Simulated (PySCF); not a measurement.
C3H5BFNO, SMILES CB(F)/C=N/C=O.

Geometry: B3LYP-D3(BJ)/def2-SVP. The structure was generated by enumeration; whether it is a known compound was not checked. Other conformers were not sampled.

Two levels are set side by side: TDDFT-PBE/def2-SVPD (PySCF) and TDDFT-M06-2X/def2-SVPD (PySCF). Vertical, same geometry. The lowest singlet is HOMO→LUMO 99 % with PBE and HOMO→LUMO 90 % with the other functional; states are paired by order. Differences are taken from unrounded values.

| quantity | TDDFT-M06-2X | TDDFT-PBE | TDDFT-PBE minus TDDFT-M06-2X |
|---|---|---|---|
| lowest singlet excitation (eV) | 3.35 | 2.57 | -0.78 |
| lowest triplet excitation (TDA) (eV) | 2.89 | 2.22 | -0.67 |
| first bright state (f over 0.05) (eV) | 6.97 | 6.12 | -0.85 |
| its oscillator strength | 0.14 | 0.08 | -0.06 |

Functionals without exact exchange tend to place singlet excitations lower, as here. Differences between two approximate levels are no errors against the true value.

Rough cost on one machine, each run with all the roots and properties that it gave: TDDFT-M06-2X against TDDFT-PBE about 20 times.
